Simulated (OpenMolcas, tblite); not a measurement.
# How methods differ on SiHCl2OF (SMILES O[Si](F)(Cl)Cl)

SiHCl2OF has 6 atoms, charge 0, and is taken as a singlet. As SMILES, `O[Si](F)(Cl)Cl`. The shape is that of a PBE0-D4/def2-TZVP optimisation. This is one conformer, not always the lowest.

Quantity: the HOMO–LUMO gap, in eV. The values are calculated.

| level | kind | program | value (eV) | CPU time |
| --- | --- | --- | --- | --- |
| IPEA1-xTB | semi-empirical | tblite | 6.85 | under 2 s |
| HF/def2-SVP | Hartree–Fock | OpenMolcas | 17.06 | 5.3 s |
| SVWN5/def2-SVP | LDA | OpenMolcas | 7.45 | 12 s |
| BLYP/def2-SVP | GGA | OpenMolcas | 7.36 | 14 s |
| M06-L/def2-SVP | meta-GGA | OpenMolcas | 8.46 | 18 s |
| M06-2X/def2-SVP | hybrid meta-GGA | OpenMolcas | 12.31 | 18 s |
| B2PLYP/def2-SVP | double hybrid | OpenMolcas | 12.59 | 11 s |

The values span 6.85 to 17.06 eV. Orbital gaps aren't excitation energies, and those of double hybrids come from the SCF part alone; they tend to grow with the share of exact exchange. CPU times are rough (shared hosts, several kinds of processor): they show what a rung costs within a factor of a few.
